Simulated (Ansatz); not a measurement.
Ideal-gas functions of B₂FGaH₄, SMILES `[BH2][Ga]([BH2])[F]` at 298.15 K and 1 bar, from an Ansatz frequency run at PBE0-D4/def2-TZVP.

Molar mass 114.38 g/mol, point group C2v (symmetry number 2), electronic degeneracy 1, moments of inertia 78.411, 112.463, 182.518 u Å². Harmonic wavenumbers (cm⁻¹, unscaled): 106, 138, 141, 184, 199, 490, 494, 549, 596, 635, 835, 871, 1144, 1154, 2577, 2582, 2665, 2666.

Use S(trans) = R[1.5 ln M + 2.5 ln T − 1.1517]; rotational temperatures θ = 24.2544 K / I; S(rot) = R[ln(√π/σ · √(T³/θAθBθC)) + 1.5]; for each mode x = 1.438777 ν̃/T, S = R[x/(eˣ − 1) − ln(1 − e⁻ˣ)] and H = RT x/(eˣ − 1); 1 cm⁻¹ = 0.0119627 kJ/mol; R = 8.31446 J/(mol·K).

By hand: the entropy, in J/(mol·K).

Translation 168.0. Rotation: θ = 0.3093, 0.2157, 0.1329 K, giving 102.2. Vibration, mode by mode: 13.98, 11.85, 11.67, 9.57, 8.96, 2.86, 2.82, 2.29, 1.91, 1.65, 0.76, 0.66, 0.22, 0.21, 0.00, 0.00, 0.00, 0.00, in all 69.4. Electronic 0.0. Sum 339.6 J/(mol·K).

By hand: H − E and G − E in kJ/mol, counted from the electronic energy.

Zero-point energy ½ × 18026 × 0.0119627 = 107.8; thermal vibration 11.3; translation, rotation and pV give 4 RT = 9.9. H − E = 129.0 kJ/mol, and G − E = 129.0 − 298.15 × 339.6/1000 = 27.7 kJ/mol.

Vibration gives 20 % of the entropy, 37.5 J/(mol·K) of it from the modes under 150 cm⁻¹: soft modes count most, and the harmonic formula is weakest for them.
